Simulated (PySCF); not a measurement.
Compound: C3H6OSSi.
Geometry (PBE0-D3(BJ)/def2-SVP, Å), atoms numbered from 1 in this order:
```xyz
12
C3H6OSSi angstrom
C     -1.9144   -1.3307   -0.3127
C     -0.8212   -0.5656   -0.1334
C     -1.0064    0.7763    0.4477
O     -0.1039    1.5501    0.6613
S      0.7970   -1.0971   -0.5622
Si     2.1617    0.5225   -0.0518
H     -1.8623   -2.3358   -0.7365
H     -2.8978   -0.9458   -0.0279
H     -2.0619    1.0432    0.6901
H      2.3159    0.7935    1.4025
H      2.0312    1.7503   -0.8811
H      3.4017   -0.1893   -0.5048
```

The closed-shell ground state was solved at several levels (PySCF, density fitting, gas phase, non-relativistic).

| level | basis functions | HOMO (eV) | LUMO (eV) | gap (eV) | dipole (D) |
| --- | --- | --- | --- | --- | --- |
| OPBE/pcSseg-1 | 146 | -5.92 | -3.22 | 2.70 | 2.64 |
| CAM-B3LYP/pcSseg-1 | 146 | -8.15 | -1.15 | 7.00 | 2.88 |
| PBE0/cc-pVTZ | 272 | -6.93 | -2.27 | 4.66 | 2.84 |
| B3LYP/cc-pVTZ | 272 | -6.71 | -2.47 | 4.24 | 2.80 |
| PBE/pcSseg-1 | 146 | -5.93 | -3.29 | 2.64 | 2.62 |
| BP86/pcSseg-1 | 146 | -6.03 | -3.39 | 2.64 | 2.65 |
| PBE0/def2-TZVP | 234 | -6.95 | -2.31 | 4.64 | 2.86 |
| BLYP/pcSseg-1 | 146 | -5.74 | -3.12 | 2.62 | 2.60 |
| KT2/pcSseg-1 | 146 | -5.96 | -3.23 | 2.73 | 2.61 |
| PBE0/6-31G* | 104 | -6.77 | -2.04 | 4.73 | 2.82 |
| PBE0/def2-SVP | 122 | -6.86 | -2.22 | 4.64 | 2.84 |
| B97-2/pcSseg-1 | 146 | -6.74 | -2.39 | 4.35 | 2.83 |

What might PBE0/6-31G (74 basis functions) give for the same quantities?

HOMO -6.78 eV, LUMO -2.17 eV, gap 4.61 eV, dipole 2.77 D.

Over all these levels, which gives the widest orbital gap and which the narrowest?

CAM-B3LYP/pcSseg-1 (range-separated hybrid) has the widest, 7.00 eV, and BLYP/pcSseg-1 (GGA) the narrowest, 2.62 eV. The two share the basis. From the narrowest to the widest the HOMO moves by -2.41 eV and the LUMO by +1.97 eV.

How much does the basis alone move the frontier levels among the 5 PBE0 rows (the withheld one included)?

The HOMO by 0.18 eV and the LUMO by 0.27 eV. By rising basis size (HOMO, LUMO in eV): 6-31G -6.78, -2.17; 6-31G* -6.77, -2.04; def2-SVP -6.86, -2.22; def2-TZVP -6.95, -2.31; cc-pVTZ -6.93, -2.27.

How far do the dipole and the HOMO energy spread over the levels?

The dipole runs from 2.60 to 2.88 D (mean 2.75 D) and the HOMO from -8.15 to -5.74 eV.

One conformer stands for the species.
